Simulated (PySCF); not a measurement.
Tl(I) cation (ITl), SMILES [Tl][I] (connectivity only; charge and spin as stated), charge +1, multiplicity 2. Atoms are numbered in the order given.

```xyz
2

Tl     0.0000     0.0000    -1.3327
I      0.0000     0.0000     2.0367
```
Charge +1, spin multiplicity 2.

Coordinates come from a PBE0-D3(BJ)/def2-TZVP optimisation. The spin state was assumed, not searched. The def2 effective core potentials stand for the cores of I, Tl; spin–orbit coupling is left out.

All values below come from PBE0/def2-TZVPD run with PySCF.

Computed frontier levels, dipole moment:
* **α spin, highest occupied and lowest empty level**: -12.83 and -6.84 eV
* **β spin, highest occupied and lowest empty level**: -12.47 and -10.10 eV
* **dipole moment about the centre of nuclear charge**: 0.557 e·Å
* **⟨S²⟩**: 0.754 (pure state 0.75)
